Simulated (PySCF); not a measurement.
AlP (SMILES [Al]=[P]), triplet, geometry from GFN2-xTB (such geometries of metal compounds can be far from the true shape), with bond 2-1 at 1.3 times its length; TPSS/def2-SVP (PySCF).

Input for PySCF:
```python
from pyscf import gto, scf, dft

mol = gto.M(
    atom='''
Al   -0.000000   -0.000000   -1.178556
P     0.000000    0.000000    1.681406
''',
    basis='def2-svp',
    charge=0,
    spin=2,
    verbose=4,
)

mf = dft.UKS(mol)
mf.xc = 'tpss'
mf.level_shift = 0.5
mf.max_cycle = 100
mf.kernel()
mf.analyze()
```

Question: Predict the main parts of the log of this PySCF run.

Answer: 
```
PySCF version 2.14.0

[INPUT] verbose = 4
[INPUT] num. atoms = 2
[INPUT] num. electrons = 28
[INPUT] charge = 0
[INPUT] spin (= nelec alpha-beta = 2S) = 2
[INPUT] symmetry False subgroup None
[INPUT] Mole.unit = angstrom
[INPUT] Symbol           X                Y                Z      unit          X                Y                Z       unit  Magmom
[...]
nuclear repulsion = 36.0807437754068
number of shells = 16
number of NR pGTOs = 72
number of NR cGTOs = 36
basis = def2-svp
ecp = {}

******** <class 'pyscf.dft.uks.UKS'> ********
method = UKS
initial guess = minao
damping factor = 0
level_shift factor = 0.5
DIIS = <class 'pyscf.scf.diis.CDIIS'>
diis_start_cycle = 1
diis_space = 8
diis_damp = 0
SCF conv_tol = 1e-09
SCF conv_tol_grad = None
SCF max_cycles = 100
direct_scf = True
direct_scf_tol = 1e-13
number electrons alpha = 15  beta = 13
XC library pyscf.dft.libxc version 7.1.2
    S. Lehtola, C. Steigemann, M. J. T. Oliveira, and M. A. L. Marques,  SoftwareX 7, 1–5 (2018)
XC functionals = tpss
    J. Tao, J. P. Perdew, V. N. Staroverov, and G. E. Scuseria,  Phys. Rev. Lett. 91, 146401 (2003)
    J. P. Perdew, J. Tao, V. N. Staroverov, and G. E. Scuseria,  J. Chem. Phys. 120, 6898 (2004)
    J. Tao, J. P. Perdew, V. N. Staroverov, and G. E. Scuseria,  Phys. Rev. Lett. 91, 146401 (2003)
    J. P. Perdew, J. Tao, V. N. Staroverov, and G. E. Scuseria,  J. Chem. Phys. 120, 6898 (2004)
radial grids:
    Treutler-Ahlrichs [JCP 102, 346 (1995); DOI:10.1063/1.469408] (M4) radial grids

becke partition: Becke, JCP 88, 2547 (1988); DOI:10.1063/1.454033
pruning grids: <function nwchem_prune>
grids dens level: 3
symmetrized grids: False
atomic radii adjust function: <function treutler_atomic_radii_adjust>
small_rho_cutoff = 0
Set gradient conv threshold to 3.16228e-05
tot grids = 38360
init E= -583.392686652779

cycle= 1 E= -583.422912399491  delta_E= -0.0302  |g|= 0.226  |ddm|= 1.01
cycle= 2 E= -583.501062684606  delta_E= -0.0782  |g|= 0.0782  |ddm|= 0.503
cycle= 3 E= -583.509511583353  delta_E= -0.00845  |g|= 0.0419  |ddm|= 0.159
cycle= 4 E= -583.512051527148  delta_E= -0.00254  |g|= 0.025  |ddm|= 0.0895
cycle= 5 E= -583.513114333126  delta_E= -0.00106  |g|= 0.015  |ddm|= 0.0585
cycle= 6 E= -583.513652381272  delta_E= -0.000538  |g|= 0.0112  |ddm|= 0.0363
cycle= 7 E= -583.513979253936  delta_E= -0.000327  |g|= 0.0102  |ddm|= 0.0266
cycle= 8 E= -583.514214919553  delta_E= -0.000236  |g|= 0.00968  |ddm|= 0.0197
cycle= 9 E= -583.514390935623  delta_E= -0.000176  |g|= 0.0095  |ddm|= 0.0167
cycle= 10 E= -583.514546697144  delta_E= -0.000156  |g|= 0.00831  |ddm|= 0.0131
cycle= 11 E= -583.514647834977  delta_E= -0.000101  |g|= 0.00881  |ddm|= 0.0133
cycle= 12 E= -583.514736576201  delta_E= -8.87e-05  |g|= 0.00894  |ddm|= 0.0117
cycle= 13 E= -583.514817254196  delta_E= -8.07e-05  |g|= 0.00859  |ddm|= 0.01
cycle= 14 E= -583.51489396438  delta_E= -7.67e-05  |g|= 0.00807  |ddm|= 0.00988
cycle= 15 E= -583.514964663721  delta_E= -7.07e-05  |g|= 0.00805  |ddm|= 0.012
cycle= 16 E= -583.515030150285  delta_E= -6.55e-05  |g|= 0.00795  |ddm|= 0.012
cycle= 17 E= -583.515090311116  delta_E= -6.02e-05  |g|= 0.00765  |ddm|= 0.0111
cycle= 18 E= -583.515140424804  delta_E= -5.01e-05  |g|= 0.00762  |ddm|= 0.0113
cycle= 19 E= -583.515187136467  delta_E= -4.67e-05  |g|= 0.00731  |ddm|= 0.0101
cycle= 20 E= -583.515219297171  delta_E= -3.22e-05  |g|= 0.00794  |ddm|= 0.0133
cycle= 21 E= -583.51526104343  delta_E= -4.17e-05  |g|= 0.00747  |ddm|= 0.0105
cycle= 22 E= -583.515297261157  delta_E= -3.62e-05  |g|= 0.00696  |ddm|= 0.0095
cycle= 23 E= -583.515319885136  delta_E= -2.26e-05  |g|= 0.00705  |ddm|= 0.0101
cycle= 24 E= -583.515343946628  delta_E= -2.41e-05  |g|= 0.00672  |ddm|= 0.00872
cycle= 25 E= -583.515363203344  delta_E= -1.93e-05  |g|= 0.00647  |ddm|= 0.00861
cycle= 26 E= -583.515380084109  delta_E= -1.69e-05  |g|= 0.00605  |ddm|= 0.00656
cycle= 27 E= -583.515394159553  delta_E= -1.41e-05  |g|= 0.00561  |ddm|= 0.00568
[...]
cycle= 56 E= -583.515453741746  delta_E= -2.05e-08  |g|= 0.000372  |ddm|= 0.000187
cycle= 57 E= -583.515453797853  delta_E= -5.61e-08  |g|= 0.000312  |ddm|= 0.000144
cycle= 58 E= -583.515453836553  delta_E= -3.87e-08  |g|= 0.000266  |ddm|= 0.000114
cycle= 59 E= -583.515453869853  delta_E= -3.33e-08  |g|= 0.000219  |ddm|= 0.000105
cycle= 60 E= -583.515453892355  delta_E= -2.25e-08  |g|= 0.000183  |ddm|= 8.26e-05
cycle= 61 E= -583.515453911146  delta_E= -1.88e-08  |g|= 0.000146  |ddm|= 8.27e-05
cycle= 62 E= -583.515453922491  delta_E= -1.13e-08  |g|= 0.000121  |ddm|= 6.03e-05
cycle= 63 E= -583.515453928573  delta_E= -6.08e-09  |g|= 0.000106  |ddm|= 4.17e-05
cycle= 64 E= -583.515453933533  delta_E= -4.96e-09  |g|= 9.22e-05  |ddm|= 3.67e-05
cycle= 65 E= -583.51545393711  delta_E= -3.58e-09  |g|= 8.07e-05  |ddm|= 3.13e-05
cycle= 66 E= -583.515453939964  delta_E= -2.85e-09  |g|= 7.01e-05  |ddm|= 2.93e-05
cycle= 67 E= -583.515453942206  delta_E= -2.24e-09  |g|= 6.04e-05  |ddm|= 2.71e-05
cycle= 68 E= -583.515453943949  delta_E= -1.74e-09  |g|= 5.16e-05  |ddm|= 2.47e-05
cycle= 69 E= -583.515453945358  delta_E= -1.41e-09  |g|= 4.33e-05  |ddm|= 2.23e-05
cycle= 70 E= -583.515453946338  delta_E= -9.8e-10  |g|= 3.67e-05  |ddm|= 1.88e-05
cycle= 71 E= -583.515453947075  delta_E= -7.38e-10  |g|= 3.08e-05  |ddm|= 1.67e-05
Extra cycle  E= -583.530520149919  delta_E= -0.0151  |g|= 0.0613  |ddm|= 0.911
SCF not converged.
SCF energy = -583.530520149919 after 100 cycles  <S^2> = 2.0274446  2S+1 = 3.0182409
**** SCF Summaries ****
Total Energy =                        -583.530520149919198
Nuclear Repulsion Energy =              36.080743775406809
One-electron Energy =                 -880.388150798954939
Two-electron Energy =                  260.776886873628825
Two-electron Coulomb Energy =          302.550704228082168
DFT Exchange-Correlation Energy =      -41.773817354453335
**** MO energy ****
                             alpha | beta                alpha | beta
[...]
To work with the spin densities directly, `use mulliken_meta_spin()` only printing them here.

 ** Mulliken spin pop alpha/beta on meta-lowdin orthogonal AOs **
 ** Mulliken Spin Density (per AO)  **
spin_pop of  0 Al 1s       -0.00000
spin_pop of  0 Al 2s       -0.00001
spin_pop of  0 Al 3s       -0.02173
spin_pop of  0 Al 4s       -0.00091
spin_pop of  0 Al 2px       0.00002
spin_pop of  0 Al 2py      -0.00000
spin_pop of  0 Al 2pz      -0.00001
spin_pop of  0 Al 3px       0.10774
spin_pop of  0 Al 3py       0.07242
spin_pop of  0 Al 3pz      -0.10632
spin_pop of  0 Al 4px       0.00025
spin_pop of  0 Al 4py       0.00007
spin_pop of  0 Al 4pz       0.00056
spin_pop of  0 Al 3dxy      0.00000
spin_pop of  0 Al 3dyz      0.00064
spin_pop of  0 Al 3dz^2    -0.00036
spin_pop of  0 Al 3dxz      0.00065
spin_pop of  0 Al 3dx2-y2    0.00008
spin_pop of  1 P 1s       -0.00000
spin_pop of  1 P 2s       -0.00014
spin_pop of  1 P 3s       -0.00647
spin_pop of  1 P 4s       -0.00092
spin_pop of  1 P 2px       0.00010
spin_pop of  1 P 2py       0.00009
spin_pop of  1 P 2pz      -0.00000
spin_pop of  1 P 3px       0.89049
spin_pop of  1 P 3py       0.92639
spin_pop of  1 P 3pz       0.13592
spin_pop of  1 P 4px       0.00068
spin_pop of  1 P 4py       0.00028
spin_pop of  1 P 4pz      -0.00015
spin_pop of  1 P 3dxy      0.00001
spin_pop of  1 P 3dyz      0.00012
spin_pop of  1 P 3dz^2     0.00020
spin_pop of  1 P 3dxz      0.00008
spin_pop of  1 P 3dx2-y2    0.00025
 ** Mulliken Spin Density (per atom)  **
spin density of  0 Al =      0.05307
spin density of  1 P =      1.94693
 ** Mulliken pop alpha/beta on meta-lowdin orthogonal AOs **
 ** Mulliken pop       alpha | beta **
[...]
In total            15.00000 | 13.00000
 ** Mulliken atomic charges   ( Nelec_alpha | Nelec_beta ) **
charge of  0Al =      0.14024  (     6.45642      6.40335 )
charge of  1P =     -0.14024  (     8.54358      6.59665 )
Dipole moment(X, Y, Z, Debye):  0.00000,  0.00000, -1.22012
```

Convergence was not reached.
